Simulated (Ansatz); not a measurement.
Geometry optimisation, DFT PBE, scalar-relativistic, plane waves, PAW in Ansatz.

The input (input.yaml):

```yaml
accuracy: low
crystal:
  lattice:
    - [0.0, 5.43, 5.43]
    - [5.43, 0.0, 5.43]
    - [5.43, 5.43, 0.0]
  atoms:
    - { symbol: Si, position: [0.0, 0.0, 0.0] }
    - { symbol: Si, position: [0.125, 0.125, 0.125] }
    - { symbol: Si, position: [0.0, 0.0, 0.5] }
    - { symbol: Si, position: [0.125, 0.125, 0.625] }
    - { symbol: Si, position: [0.0, 0.5, 0.0] }
    - { symbol: Si, position: [0.125, 0.625, 0.125] }
    - { symbol: Si, position: [0.0, 0.5, 0.5] }
    - { symbol: Si, position: [0.125, 0.625, 0.625] }
    - { symbol: Si, position: [0.5, 0.0, 0.0] }
    - { symbol: Si, position: [0.625, 0.125, 0.125] }
    - { symbol: Si, position: [0.5, 0.0, 0.5] }
    - { symbol: Si, position: [0.625, 0.125, 0.625] }
    - { symbol: Si, position: [0.5, 0.5, 0.0] }
    - { symbol: Si, position: [0.625, 0.625, 0.125] }
    - { symbol: Si, position: [0.5, 0.5, 0.5] }
    - { symbol: Si, position: [0.625, 0.625, 0.625] }
    - { symbol: O, position: [0.8213065, 0.7978189, 0.5580469], spin: 1.0 }
magnetization:
  spin_polarized: true
basis:
  ecutwfc: 420.0
kpoints:
  mp_grid: { grid: [2, 2, 2] }
hamiltonian:
  xc: pbe
  pseudopotentials: { kind: paw, azcp: { folder: soft_1 } }
scf:
  occupations: { method: fermi_dirac, width: 0.05 }
  lower_state_search: "off"
relax:
  f_tol: 0.08
  max_steps: 25
  adjacent_minimum: "off"
```

Command:

```bash
$ ansatz run input.yaml --threads 1 --pin off --max-ram 3072MiB --backend cpu --events-out ev --progress --plain --runs-dir out
```

Question: Where does it end, and by what steps?

Answer: It converged. The threshold is loose, so the end isn't yet a minimum. Limits of this set-up: coarse k mesh, a small cell, in which the defect meets its images, low accuracy level. After 10 steps the energy has fallen by 2.384 eV; O17 moved furthest, 0.84 Å.

```
step  energy less start (eV)  largest force component (eV/Å)  accepted
   0                  0.0000                           0.526       yes
   1                 -0.0492                           0.757       yes
   2                 -0.2793                           1.341       yes
   3                 -0.5654                           0.756       yes
   4                 -0.8455                           1.318       yes
   5                 -1.2377                           1.333       yes
   6                 -1.7807                           1.648       yes
   7                 -2.0739                           2.695       yes
   8                 -2.3145                           1.013       yes
   9                 -2.3836                           0.085       yes
  10                 -2.3835                           0.066       yes
```

```xyz
17
Lattice="0.0000 5.4300 5.4300 5.4300 0.0000 5.4300 5.4300 5.4300 0.0000" Properties=species:S:1:pos:R:3
Si 0.099 0.009 -0.081
Si 1.361 1.373 1.356
Si 2.692 2.736 -0.025
Si 4.317 3.894 1.220
Si 2.645 0.034 2.797
Si 4.076 1.372 4.082
Si 5.423 2.926 3.013
Si 6.707 4.333 4.350
Si -0.002 2.710 2.722
Si 1.440 4.040 4.012
Si 2.990 5.174 2.644
Si 4.042 6.785 4.054
Si 2.730 2.692 5.430
Si 3.983 4.063 6.890
Si 5.282 5.614 5.679
Si 7.081 6.579 6.782
O 6.796 7.457 8.166
```

Run time: 2.4 min on 1 thread of Arm Neoverse V2, with other jobs on the host, peak memory 0.66 GiB.
